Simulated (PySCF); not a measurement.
Compound: C4H15Al2NO2.
SMILES: `C[N](C)[AlH-]1[O+](C)[AlH2-][O+]1C`

Torsions of this conformer, `[CH3:1][N:2]([CH3:3])[AlH-:4]1[O+:5]([CH3:6])[AlH2-:7][O+:8]1[CH3:9]`: C1–N2–Al4–O5 46°.

The closed-shell ground state was solved at several levels (PySCF, density fitting, gas phase, non-relativistic). Isolated species at its PBE0-D3(BJ)/def2-SVP geometry (one conformer only).

```tsv
level	basis functions	HOMO (eV)	LUMO (eV)	gap (eV)	dipole (D)
PBE0/pcSseg-1	242	-5.88	-0.02	5.86	0.79
CAM-B3LYP/def2-SVPD	314	-7.30	0.59	7.89	0.71
```

Task: What might HF/pcSseg-1 (242 basis functions) give for the same quantities?

Result: HOMO -9.01 eV, LUMO 2.81 eV, gap 11.82 eV, dipole 0.68 D.

Task: Over all these levels, which gives the widest orbital gap and which the narrowest?

Result: HF/pcSseg-1 (Hartree–Fock, all exact exchange) has the widest, 11.82 eV, and PBE0/pcSseg-1 (global hybrid, 25 % exact exchange) the narrowest, 5.86 eV. The two share the basis. From the narrowest to the widest the HOMO moves by -3.13 eV and the LUMO by +2.83 eV.

Task: How far do the dipole and the HOMO energy spread over the levels?

Result: The dipole runs from 0.68 to 0.79 D (mean 0.73 D) and the HOMO from -9.01 to -5.88 eV.
